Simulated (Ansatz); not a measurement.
Reaction (isomerisation): `C[Si]1(Br)CN1` → `N=C[SiH2]CBr`

Calculated with Ansatz (gas phase, PBE0-D4/def2-TZVP geometries, no zero-point term in ΔE). CBS: MP2 limit from def2 TZ/QZ plus the TZ coupled-cluster correction, frozen cores. DFT in def2-TZVPP. B3LYP here is the variant with VWN-RPA as its local correlation; programs differ in this. For Br outer-core shells are correlated without core-valence functions, which leaves a few kJ/mol of doubt a bond. Scalar relativity is left out up to krypton. Each species was taken in one conformer, which may not be the lowest.

`C[Si]1(Br)CN1`:

```xyz
11

C    -1.422   -0.336    0.853
Si    0.007   -0.497   -0.314
Br   -0.076   -2.464   -1.323
C     1.558    0.438   -0.129
N     0.608    0.787   -1.242
H    -1.421   -1.150    1.580
H    -2.367   -0.370    0.307
H    -1.355    0.616    1.386
H     1.632    1.149    0.696
H     2.529    0.085   -0.467
H     0.306    1.742   -1.346
```

`N=C[SiH2]CBr`:

Z-matrix (Å, degrees):
```
Si
C 1 1.890
C 1 1.873 2 108.1
H 1 1.485 2 110.7 3 122.0
H 1 1.491 2 108.2 3 -118.9
N 2 1.269 1 117.4 3 24.6
H 2 1.100 1 120.3 3 -156.5
Br 3 1.946 1 109.3 2 72.5
H 3 1.088 1 113.5 2 -168.3
H 3 1.089 1 110.6 2 -44.4
H 6 1.022 2 112.1 1 178.9
```

```json
{"level": "PBE-D4", "ΔE (kJ/mol)": "167.4"}
{"level": "r2SCAN-D4", "ΔE (kJ/mol)": "177.7"}
{"level": "B3LYP-D4", "ΔE (kJ/mol)": "152.2"}
{"level": "r2SCAN", "ΔE (kJ/mol)": "177.9"}
```

Question: What does CCSD(T)/CBS give? (Estimate.)

Answer: Ansatz gave: +161.8 kJ/mol. The listed levels differ from it by 5.6, 15.9, -9.6, 16.1 kJ/mol.

Largest T1 diagnostic among the species: 0.010.

In def2-TZVPP, CCSD(T) changes the Hartree–Fock value by +11.7 kJ/mol (the triples alone add −0.8 kJ/mol) and MP2 by +32.3 kJ/mol. From PBE to PBE0 (25 % exact exchange), in def2-TZVPP and without D4, ΔE moves by +9.6 kJ/mol.

CCSD(T)/CBS has its own doubt, a few kJ/mol and more with outer-core shells, so smaller differences from it don't rank the levels.
